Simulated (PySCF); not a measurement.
**Bond length, frequency and bond energy of IF by level of theory**

State: ¹Σ⁺ (singlet), closed shell. Set-up: PySCF, scalar-relativistic core potentials, basis sets I aug-cc-pVDZ-PP with ECP28, F aug-cc-pVDZ. De refers to I + F in their high-spin ground configurations, without counterpoise correction. A positive dipole means I(−)F(+).

| Level | Re (Å) | ωe (cm⁻¹) | De (eV) | μ (D) |
| --- | --- | --- | --- | --- |
| RHF | 1.906 | 691 | 0.75 | -2.24 |
| RHF-MP2 | 1.949 | 623 | 2.96 | n/a |
| RHF-SCS-MP2 | 1.953 | 616 | 2.82 | n/a |
| RHF-CCSD | 1.944 | 630 | 2.57 | n/a |
| RHF-CCSD(T) | 1.953 | 612 | 2.73 | n/a |
| PBE | 1.974 | 586 | 3.26 | -1.93 |
| PBEsol | 1.958 | 606 | 3.55 | -1.86 |
| TPSS | 1.966 | 597 | 3.10 | -1.89 |
| r²SCAN | 1.953 | 611 | 2.89 | -1.89 |
| PBE0 | 1.941 | 630 | 2.78 | -1.98 |
| BHandHLYP | 1.928 | 652 | 2.28 | -2.14 |

Question: Which functional lies closest to RHF-CCSD(T) in De, which farthest, and by how much do they differ from it?

Answer: Closest is PBE0 (-1.2 pm in Re, +2.9 % in ωe, +0.05 eV in De against RHF-CCSD(T) in the same basis), farthest PBEsol (+0.5 pm in Re, -1.0 % in ωe, +0.82 eV in De). CCSD(T) converges more slowly with the basis than the functionals do and binds too weakly in this one, so the order can change at the basis-set limit.

Question: What does a quarter of exact exchange do here, going from PBE to PBE0?

Answer: PBE0 less PBE: -3.3 pm in Re, +7.5 % in ωe, -0.48 eV in De. Exact exchange removes part of the self-interaction that spreads semilocal densities, and in most molecules shortens and stiffens the bond and lowers De; so it does here.

Question: What does the step from GGA to meta-GGA do here, going from PBE to r²SCAN?

Answer: r²SCAN less PBE: -2.1 pm in Re, +4.3 % in ωe, -0.37 eV in De. 

Measured (Huber and Herzberg, Constants of Diatomic Molecules (1979)): Re = 1.909759 Å, ωe = 610.24 cm⁻¹.

Correlated steps freeze 5 core orbitals. Correlated levels converge slowly with the basis: in double zeta they bind strong bonds too weakly, by up to about 1 eV, and carry superposition errors of some tenths. Spin–orbit coupling is left out, which matters for elements this heavy, above all for dissociation energies. Where the molecule has an RHF reference, its open-shell atoms are computed with UHF.

The whole job (state search and all levels along the bond) took about 2.7 min on 1 thread of Arm Neoverse N1 (shared host), peak memory 0.67 GiB.
